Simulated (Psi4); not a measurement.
F₆Ru (SMILES [F][Ru]([F])([F])([F])([F])[F]), triplet (typed; the unrestricted solution is spin-contaminated), geometry from GFN2-xTB (such geometries of metal compounds can be far from the true shape) (all electrons, no relativity), with bond 2-1 at 1.6 times its length. Base run: PBE0/3-21G (Psi4).

Psi4 was given this input:
```
memory 2 GB

molecule mol {
0 3
  Ru    0.000000   -0.000000    0.000000
  F     1.779918   -0.718246   -2.238011
  F    -1.112449    0.448904    1.398757
  F    -1.159771    0.808525   -1.181861
  F    -0.901646   -1.593847   -0.205576
  F     0.901646    1.593847    0.205576
  F     1.159771   -0.808525    1.181861
}

set basis 3-21g
set reference uks
set scf_type pk

energy('pbe0')
print_variables()
```

Variants of this job, named by their change:

```csv
change,ΔE vs base (mEh),SCF cycles,grid points,basis functions,outcome
base,0.000,24,153403,93,converged
dft_spherical_points = 194,0.627,24,98560,93,converged
e_convergence = 1e-8,0.000,25,153403,93,converged
dft_spherical_points = 434,0.069,24,220265,93,converged
dft_pruning_scheme = treutler,0.004,24,95551,93,converged
e_convergence = 1e-4,0.000,24,153403,93,converged
diis_max_vecs = 3,20.505,44,153403,93,another SCF solution
dft_radial_scheme = mura,-0.021,24,154467,93,converged
dft_radial_points = 150,0.005,24,305684,93,converged
d_convergence = 1e-10,0.000,73,153403,93,converged
cholesky_tolerance = 1e-6 (with scf_type cd),0.020,25,153403,93,converged
puream = false,0.000,24,153403,93,converged
guess = gwh,0.000,28,153403,93,converged
```

A guess, shift, damping, solver or small numerical setting can't move a converged solution much, so rows marked as another SCF solution ended in a different state.

Open shells are given as the SCF converged; they aren't shown to be the lowest states, and a large step between rows can be another state.
